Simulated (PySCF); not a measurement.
NICS in isomers of C8H8S.

Probes without a nucleus sit at each ring's centroid and 1 Å off its mean plane on both sides; NICS is minus the shielding there, NICSzz its component along the normal. Level: GIAO PBE0/pcSseg-1 (PySCF, non-relativistic, gas phase) on the GFN2-xTB geometries, one conformer each. Atom numbers follow the mapped SMILES.

Task: Order these rings by mean NICS(1)zz, lowest (most negative) first (ppm).
A. ring C2–C3–C4–C8 in `[CH2:1]=[C:2]1[CH:3]=[C:4]([C:5]([CH3:6])=[S:7])[C:8]1=[CH2:9]`
B. ring C3–C4–C5–C6–S7 in `[CH:1]1=[C:2]([c:3]2[cH:4][cH:5][cH:6][s:7]2)[CH2:8][CH2:9]1`
C. ring C4–C5–C6–C7–C8–C9 in `[SH:1][C@H:2]1[CH2:3][c:4]2[cH:5][cH:6][cH:7][cH:8][c:9]21`

Result: C (-27.8), B (-23.9), A (2.9).

| SMILES | ring | NICS(0) | NICS(1) | NICS(1)zz | HOMA | rms pucker (Å) | ring atoms with four or more neighbours |
| --- | --- | --- | --- | --- | --- | --- | --- |
| S[C@H]1Cc2ccccc21 | 6-membered carbocycle; formal bonds all aromatic | -9.0 | -11.2 | -27.8 | 0.97 | 0.00 | 0 |
| C1=C(c2cccs2)CC1 | 5-membered ring with S; formal bonds all aromatic | -11.6 | -10.5 | -23.9 | 0.81 | 0.00 | 0 |
| C=C1C=C(C(C)=S)C1=C | 4-membered carbocycle; formal bonds 1 double, 3 single | 3.3 | -2.9 | 2.9 | -0.69 | 0.00 | 0 |

NICS(0) gives another order. The isotropic NICS(1) gives the same order. HOMA uses Krygowski's 1993 parameters. NICS(1) and NICS(1)zz are means over the two faces.
